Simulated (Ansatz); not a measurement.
**Ligand exchange: NaCl + AuSH → NaSH + AuCl**

Species: NaCl, singlet; AuSH `[SH][Au]`, singlet; NaSH `[Na][SH]`, singlet; AuCl (gold monochloride), singlet. The partners trade Cl for SH: Na–Cl and Au–SH bonds give way to Na–SH and Au–Cl.

Shapes, held fixed at every level: PBE0-D4/def2-TZVP. Programs: Ansatz 0.2.0. The zero-point and thermal change to 298 K, harmonic and unscaled (PBE0-D4/def2-TZVP), is -1.5 kJ/mol.

| level | kind | ΔH(298 K) (kJ/mol) | less CCSD(T)/def2-TZVPP |
| --- | --- | --- | --- |
| HF/def2-TZVPP | Hartree–Fock | +77.5 | -21.7 |
| r2SCAN-D4/def2-TZVPP | meta-GGA | +105.0 | +5.8 |
| B3LYP-D4/def2-TZVPP | global hybrid | +96.6 | -2.6 |
| PBE0-D4/def2-TZVPP | global hybrid | +96.5 | -2.7 |
| MP2/def2-TZVPP | perturbation theory | +112.7 | +13.5 |
| CCSD(T)/def2-SVP | coupled cluster or CI | +101.8 | +2.6 |
| CCSD/def2-SVP | coupled cluster or CI | +100.6 | +1.4 |
| CCSD(T)/def2-TZVPP | coupled cluster or CI | +99.2 | 0.0 |

The highest level, CCSD(T)/def2-TZVPP, gives ΔH(298 K) = +99.2 kJ/mol; the levels span +77.5 to +112.7. The column of differences is taken from that level and isn't an error. No measured value is set beside it here. T1 is large for AuSH (0.025), AuCl (0.025), so single-reference values are less sure there. For atoms past krypton def2 sets carry core potentials with scalar relativity. Outer-core shells of Au, Na are correlated in most correlated rows, in sets that cover them unevenly.
